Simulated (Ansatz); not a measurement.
The cluster Ca₄Te₄, relaxed as a singlet with RKS r2SCAN-D4/def2-SVP in Ansatz, starting from the GFN2-xTB geometry. Force threshold 0.02 eV/Å.

In the def2 sets Te takes a core potential; there is no spin–orbit coupling. Another isomer (singlet) lies 3.76 eV lower at PBE0-D4/def2-TZVP; other spin states weren't run for this one.

Start:

Cartesian coordinates in Å:
```
Ca 0.135 -2.508 1.235
Ca -2.008 0.776 1.736
Ca 2.026 -0.767 -1.731
Ca -0.183 2.475 -1.273
Te 2.204 -3.318 -0.517
Te -2.342 3.245 0.389
Te 1.995 1.788 -2.943
Te -1.826 -1.693 3.105
```

| step | energy (eV) | largest force component (eV/Å) | SCF passes |
| --- | --- | --- | --- |
| 1 | -102935.1722 | 0.838 | 18 |
| 2 | -102935.6876 | 0.480 | 25 |
| 3 | -102935.9289 | 0.171 | 24 |
| 4 | -102935.9853 | 0.039 | 20 |
| 5 | -102935.9874 | 0.009 | 19 |

Force components are those of the run's own axes.

End:

```xyz
8

Ca    0.184   -2.934    1.493
Ca   -2.408    0.897    2.050
Ca    2.420   -0.890   -2.040
Ca   -0.197    2.928   -1.505
Te    2.154   -3.336   -0.557
Te   -2.344    3.231    0.378
Te    2.011    1.801   -2.955
Te   -1.820   -1.696    3.135
```

By distances, no bond broke or formed, bridged metal pairs apart. The bond that changes most is Ca3–Te7, from 2.83 to 2.87 Å (atoms count from 1). Metal–metal contacts that move far: Ca2–Ca4 3.91 to 4.65 Å, Ca1–Ca3 3.92 to 4.65 Å, Ca3–Ca4 3.95 to 4.66 Å, Ca1–Ca2 3.95 to 4.66 Å.

No frequencies were taken in this run, so the end may be a saddle point.

Run time 46 s (4 threads of Arm Neoverse V1 on a shared host).
